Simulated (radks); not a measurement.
Question: These are the eigenvalues of the occupied orbitals of an atom or ion with whole-number occupations (eV). All-electron calculation, Dirac Kohn-Sham, BLYP, spin-unpolarised, spherical densities, finite nucleus; Fermi nuclear charge, rms radius of each element as measured or else 0.836 A^(1/3) + 0.57 fm. Program: a radial shooting solver on a logarithmic mesh with Libxc functionals.

orbital  eigenvalue
1s1/2     -31766.55
2s1/2     -5002.880
2p1/2     -4697.932
2p3/2     -4423.275
3s1/2     -1118.108
3p1/2     -992.7473
3p3/2     -941.4140
3d3/2     -720.3563
3d5/2     -709.5993
4s1/2     -309.6902
4p1/2     -265.5645
4p3/2     -255.0485
4d3/2     -182.9489
4d5/2     -181.1675

Which element is it, and in what charge state? The configuration may be excited. Open shells, if any, fill j = l - 1/2 first.

Answer: Z = 52, tellurium, charge +9: Te9+ in [Kr] 4d7. The list shows which subshells hold electrons but not how many an open one holds; the 1s level, -1167.4 hartree, gives Z - s = 48.3 by -(Z - s)^2/2, which with screening and relativity narrows Z to a few neighbours, and the depths of the outer levels then fix element, charge and occupations together.
